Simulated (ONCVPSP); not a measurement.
## erbium ONCV: all-electron and pseudo phase curves

```json
{"Element": "Er (Z = 68)", "Generator": "ONCVPSP 4.0.1", "Type": "optimised norm-conserving Vanderbilt (ONCV)", "Functional": "PBE", "Relativity": "scalar-relativistic", "Frozen core": "[Kr]", "Valence charge": "32", "Reference configuration": "4d10 4f12 5s2 5p6 6s1 (charge +1)", "Partial waves": "5s+6s: rc 2.25 bohr, ncon 4, nbas 8, qcut 6.5 1/bohr, 2 projectors; 5p: rc 1.95 bohr, ncon 4, nbas 8, qcut 7.2 1/bohr, 2 projectors, debl 1.1 Ha; 4d: rc 0.80 bohr, ncon 4, nbas 8, qcut 18 1/bohr, 2 projectors, debl 3.4 Ha; 4f: rc 1.00 bohr, ncon 4, nbas 9, qcut 15.3 1/bohr, 2 projectors, debl 4 Ha", "Local potential": "polynomial inside 0.70 bohr (lpopt 5, dvloc0 0 Ha)", "Core correction": "Teter function, fcfact 1.75, rcfact 1.4"}
```

In the p channel the program set the typed energies aside and used -1.214, 0.250 Ha. In the d channel the program set the typed energies aside and used -6.318, 0.250 Ha.

The phase is arctan(r·R′/R) of the radial function R(r), unwrapped; energies in Ha, scanned from -8 to 5 Ha. A pole is an energy at which the radial function vanishes at the test radius. The pseudo phase is shifted by a multiple of π to meet the all-electron one at the reference energy, and phase errors are pseudo minus all-electron; the curves can meet again beyond the range given. Levels narrower than the energy grid can be missing from the lists of poles. Where the grid stepped over a known ghost or core level, its pole and its step of π were put in at the level’s energy.

Q: For each channel, where are the poles, and over which energies does the pseudopotential scatter like the atom?

A:

```
channel  radius (bohr)  reference energy (Ha)  poles, all-electron  poles, pseudo  unbroken range about the reference energy with phases within 0.05 rad  phase error 1 Ha above the reference energy (rad)
      s           2.28                  -0.33          -2.02, 2.79    -2.02, 2.69                                                              below 3.7                                             -0.001
      p           1.98                  -1.21                -0.53   -6.47, -0.53                                                             above -6.5                                             -0.000
      d           0.81                  -6.32                -2.78          -2.78                                                        the whole range                                             +0.000
      f           1.01                  -0.36                 1.24           1.24                                                        the whole range                                             +0.000
```

Note: ghosts flagged at negative energy: s at -539.7 eV, p at -176.1 eV; no localised positive-energy state flagged. A true bound ghost makes a file unfit for plane-wave use.

Phases in the s channel:

| E (Ha) | all-electron | pseudo |
| --- | --- | --- |
| -7.96 | 1.437 | 1.437 |
| -7.24 | 1.429 | 1.429 |
| -6.52 | 1.418 | 1.418 |
| -5.80 | 1.404 | 1.404 |
| -5.08 | 1.386 | 1.386 |
| -4.36 | 1.361 | 1.361 |
| -3.64 | 1.319 | 1.319 |
| -2.92 | 1.217 | 1.217 |
| -2.20 | -1.196 | -1.196 |
| -1.48 | -1.817 | -1.817 |
| -0.76 | -2.069 | -2.069 |
| -0.04 | -2.994 | -2.995 |
| 0.68 | -4.248 | -4.250 |
| 1.40 | -4.535 | -4.538 |
| 2.12 | -4.647 | -4.652 |
| 2.84 | -4.717 | -4.728 |
| 3.56 | -4.778 | -4.813 |
| 4.28 | -4.857 | -5.124 |
| 5.00 | -5.025 | -7.688 |
